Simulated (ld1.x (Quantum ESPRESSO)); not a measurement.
Wu–Cohen TM dataset for lead, fully relativistic all-electron reference.

* Element: Pb (Z = 82)
* Generator: ld1.x (Quantum ESPRESSO) 7.5
* Type: norm-conserving Troullier–Martins (Kleinman–Bylander form)
* Functional: Wu–Cohen
* Relativity: fully relativistic
* Frozen core: [Xe] 4f14 5d10
* Valence charge: 4
* Reference configuration: 6s2 6p2
* Partial waves: 6s (bound): rc 1.80 bohr; 6p (bound): rc 1.90 bohr
* Local potential: all-electron potential smoothed inside 1.35 bohr (lloc = -1)
* Core correction: a·sin(br)/r model core, default radius (core density twice the valence density)

Open shells are filled in proportion to 2j + 1 (rel_dist='average').

(1) Estimate the cutoffs (Ry, on a coarse ladder) from which the occupation-weighted sum of valence levels, in a spherical-Bessel basis at the reference potential, stays within 10 and 1 mRy of its value at 400 Ry.

(2) What does a ghost test show?

(3) Tests: 6s2 6p1; 6s2 6p0; 6s1 6p0; 6s1 6p2; 6s0 6p4; 6s2 6p2.3; 6s1 6p3. Which has the largest error in its energy relative to the reference configuration, and how large is it?

Results:

(1) 30 Ry and 55 Ry.

(2) Ghost states, extra bound levels that the all-electron valence spectrum of the same l lacks: s at -198.0 eV, p1/2 at -59.4 eV, p3/2 at -56.7 eV, d at -34.6 eV. A true bound ghost makes a file unfit for plane-wave use.

(3) 6s1 6p0, with -668 meV (all-electron minus pseudo) on +52.83 eV.
